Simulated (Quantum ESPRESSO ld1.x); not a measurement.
Results of a calculation; reference values are marked as such.
All-electron atom: Pr in [Xe] 4f3 6s2. Code: ld1.x of Quantum ESPRESSO 7.5. Model: Dirac Kohn-Sham, PBEsol, spin-unpolarised, spherical densities, point nucleus; open shells fill j = l - 1/2 first.

Normalised radial functions P(r) = r R(r) (large component), r in bohr:

r           5p3/2
0.004675   0.0085
0.005442   0.0111
0.006336   0.0146
0.007435   0.0193
0.008656   0.0250
0.01008    0.0323
0.01183    0.0418
0.01377    0.0531
0.01603    0.0666
0.01881    0.0836
0.02189    0.1022
0.02549    0.1228
0.02991    0.1458
0.03482    0.1671
0.04054    0.1856
0.04757    0.1985
0.05538    0.2001
0.06447    0.1870
0.07566    0.1526
0.08808    0.0977
0.1025     0.0221
0.1203    -0.0737
0.1401    -0.1676
0.1631    -0.2465
0.1914    -0.2900
0.2228    -0.2739
0.2594    -0.1912
0.3044    -0.0387
0.3543     0.1413
0.4125     0.3119
0.4841     0.4257
0.5635     0.4276
0.656      0.3088
0.7699     0.0716
0.8962    -0.2129
1.043     -0.4942
1.224     -0.7256
1.425     -0.8450
1.659     -0.8548
1.947     -0.7633
2.267     -0.6149
2.639     -0.4472
3.097     -0.2866
3.606     -0.1690
4.197     -0.0890
4.926     -0.0394
5.734     -0.0156
6.676     -0.0051
7.834     -0.0013
9.12      -0.0003
10.62     0.0000
12.46     0.0000
14.5      0.0000

5p3/2: eigenvalue -20.584 eV, 3 radial nodes at r = 0.107, 0.315, 0.801 bohr, <r> = 1.80 bohr, 90 % of the charge inside 2.64 bohr.
